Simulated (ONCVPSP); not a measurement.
Varying the ONCV potential for In (Z = 49)

Base potential:

indium, optimised norm-conserving Vanderbilt (ONCV), made with ONCVPSP 4.0.1 (PBE, scalar-relativistic). Core [Ar] 3d10, reference 4s2 4p6 4d10 5s2 5p1. Waves: 4s+5s: rc 1.60 bohr, ncon 4, nbas 9, qcut 8.2 1/bohr, 2 projectors; 4p+5p: rc 1.50 bohr, ncon 3, nbas 7, qcut 11.2 1/bohr, 2 projectors; 4d: rc 1.00 bohr, ncon 4, nbas 9, qcut 10.3 1/bohr, 3 projectors, debl 2.6 Ha. Local part: polynomial inside 0.90 bohr (lpopt 5, dvloc0 0 Ha). Core correction: none.

All-electron outer shells of the reference configuration (PBE, scalar-relativistic, ld1.x):

| shell | level (eV) | outermost node (bohr) | outermost maximum (bohr) |
| --- | --- | --- | --- |
| 3p | -649.14 | 0.14 | 0.31 |
| 3d | -432.71 | – | 0.26 |
| 4s | -119.66 | 0.41 | 0.77 |
| 4p | -78.13 | 0.42 | 0.82 |
| 4d | -18.62 | 0.40 | 0.94 |
| 5s | -8.21 | 1.02 | 2.16 |
| 5p | -2.52 | 1.14 | 2.85 |

Cutoffs, loose and tight: the cutoffs (Ha) at which the residual kinetic energy of the hardest occupied pseudo-wave falls to 1 and 0.1 mHa per electron. They do not see the model core or the augmentation charge, which bear on the density cutoff. Test errors are all-electron minus pseudo excitation energies from the reference, over the configurations 4s2 4p6 4d10 5s2 5p0; 4s2 4p6 4d10 5s1 5p0; 4s2 4p6 4d10 5s0 5p0; 4s2 4p5 4d10 5s2 5p1. A dash means not determined; rows that change the core or the reference have their own tests. The largest error is taken over the tests solved by every variant that gives reliable tests at all: 4s2 4p5 4d10 5s2 5p1; 4s2 4p6 4d10 5s1 5p0; 4s2 4p6 4d10 5s2 5p0.

A true bound ghost makes a file unfit for plane-wave use even where its test errors are small: the radial tests pick states by their node count and pass the ghost by.

| change | outcome | cutoff, loose | cutoff, tight | bound ghosts | GHOST(+) flags above zero | largest test error (meV) |
| --- | --- | --- | --- | --- | --- | --- |
| base | generated | 42 Ha | 51 Ha | d | s, d | -77 |
| s: rc 1.3 | generated | 42 Ha | 51 Ha | d | s, d | -82 |
| functional PBEsol | generated | 43 Ha | 51 Ha | d | s, d | -76 |
| d: qcut 12.2 | generated | 44 Ha | 54 Ha | d | s, d | -76 |
| p: qcut 8.5 | generated | 42 Ha | 51 Ha | d | s, d | -99 |
| s: qcut 7.1; p: qcut 9.7; d: qcut 8.9 | generated | 41 Ha | 181 Ha | d | s, d | -94 |
| reference 4s2 4p6 4d10 5s1.75 5p1.25 | generated | 42 Ha | 51 Ha | d | s, d | -4.7 |
| core [Kr] 4d10, valence charge 3; reference 5s2 5p1; waves now 5s: rc 2.00 bohr, ncon 3, nbas 6, qcut 2.8 1/bohr, 2 projectors, debl 2.7 Ha; 5p: rc 2.00 bohr, ncon 4, nbas 8, qcut 5 1/bohr, local; local potential the p channel | generated | 9.6 Ha | 22 Ha | none | s | +101 |
| s: rc 1.18 | generated | 42 Ha | 141 Ha | d | s, d | -84 |
| d: nbas 8 | generated | 43 Ha | 51 Ha | d | s, d | -77 |
| local potential polynomial inside 0.90 bohr (lpopt 5, dvloc0 0.5 Ha) | generated | 42 Ha | 51 Ha | d | s, d | -77 |
